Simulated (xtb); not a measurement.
C3H10OSi2, SMILES C=C[C@H]([SiH3])[SiH2]O. All values are semi-empirical tight-binding results from xtb (GFN2-xTB unless named), good for trends rather than for accurate numbers. The structure is a stationary point at GFN2-xTB. The structure was generated by enumeration; whether it is a known compound was not checked. One conformer was computed; it need not be the lowest.

Computed properties:
| Item | Result |
|---|---|
| orbital gap | 4.41 eV |
| dipole moment | 0.85 D |
| zero-point energy | 70.7 kcal/mol |
| G − E(el) at 298.15 K (modified RRHO) | 48.8 kcal/mol |
| static polarisability (D4 model) | 99.8 bohr³ |
| solvation energy, GFN2-xTB/ALPB(water) | -2.8 kcal/mol |
| solvation energy, GFN2-xTB/ALPB(methanol) | -5.8 kcal/mol |
